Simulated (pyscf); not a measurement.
Single points on ωB97X-D3(BJ)/def2-SVP structures (PySCF, gas phase).

Task: For the elementary gas-phase step H₃Si–Cl + H₃Si–Se–Ge:–Cl [singlet] → H₃Si–Se–SiH₃ + Cl–Ge:–Cl [singlet] (singlet surface; Cl–Si, Ge–Se broken, Se–Si, Cl–Ge formed), what barrier and reaction energy does ωB97M-D3(BJ)/def2-TZVP give, measured from the separated reactants?

Result: ΔE‡ = 54.6 kJ/mol, ΔE = +17.4 kJ/mol. Zero-point energy shifts the barrier by +3.0 kJ/mol. It is a four-centre exchange, with an imaginary mode of 269i cm⁻¹. On the reactant side the descent ends in a complex, 32.0 kJ/mol under the separated species and 61.1 kJ/mol under the saddle at ωB97X-D3(BJ)/def2-TZVP. On the product side the descent ends in an adduct with a Ge–Se contact, 76.1 kJ/mol under the separated species and 83.4 kJ/mol under the saddle at ωB97X-D3(BJ)/def2-TZVP. What is counted as broken (Ge–Se) persists as a longer contact in the product adduct; parting that adduct is a step of its own. At ωB97X-D3(BJ) the barrier from the zero used here is 29.1 kJ/mol. This is the saddle that the search found; another between the same sides may lie lower. Elements up to Kr have no core potential and no relativistic terms here.
